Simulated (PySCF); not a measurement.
SMILES c1c(cc(O)cc1)S (C₆H₆OS) (GFN2-xTB optimised geometry):

```
14

O     -1.850    -1.869    -0.001
C     -1.133    -0.717     0.000
C     -1.826     0.492     0.000
C     -1.124     1.681     0.001
C      0.260     1.692     0.001
C      0.946     0.487     0.000
S      2.714     0.422     0.000
C      0.254    -0.717     0.000
H     -1.254    -2.628     0.004
H     -2.903     0.473     0.000
H     -1.661     2.618     0.002
H      0.798     2.628     0.001
H      2.903     1.740    -0.010
H      0.803    -1.649     0.000
```

Method: PBE/def2-TZVP run with PySCF.

Problem. What are the frontier orbital energies and the dipole moment?

Solution. HOMO-2 -7.18 eV, HOMO-1 -5.83 eV, HOMO -5.26 eV, LUMO -1.22 eV, LUMO+1 -0.86 eV; dipole moment 0.30 D.

Meta-Löwdin charges at PBE/def2-TZVP: O1 -0.44, C2 0.22, C3 -0.18, C4 -0.10, C5 -0.17, C6 -0.05, S7 -0.02, C8 -0.20, H9 0.35, H10 0.13, H11 0.13, H12 0.12, H13 0.10, H14 0.12.
